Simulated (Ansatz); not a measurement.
CH5GaN2 (SMILES [H]/N=[C](/N)[GaH2]): name the method

CH5GaN2: 9 atoms, total charge 0, spin state singlet. As SMILES, `[H]/N=[C](/N)[GaH2]`. Geometry: relaxed at PBE0-D4/def2-TZVP. This is one conformer, not always the lowest.

```xyz
9

N    -0.2359    0.5058   -1.5983
C     0.1473    0.2507   -0.4039
N     1.2930    0.8271    0.0656
Ga   -0.8355   -1.0071    0.7905
H    -1.0681   -0.0231   -1.8392
H     1.4747    0.8509    1.0515
H     1.7074    1.5559   -0.4973
H    -2.0487   -1.7513    0.1330
H    -0.4341   -1.2090    2.2981
```

A calculation with Ansatz 0.2.0 gave:

```
total energy  : -2075.1978 Eh
dipole moment : 2.15 D
HOMO energy   : -6.27 eV
LUMO energy   : -2.18 eV
HOMO–LUMO gap : 4.08 eV
largest force : 0.634 eV/Å
```

Which of these levels gave the numbers?
A. HF/3-21G
B. B3LYP/6-31G* (spherical functions)
C. HF/STO-3G
D. r2SCAN/cc-pVDZ

B. The others give -2062.6350 Eh (HF/3-21G), -2048.5873 Eh (HF/STO-3G), -2075.3136 Eh (r2SCAN/cc-pVDZ).
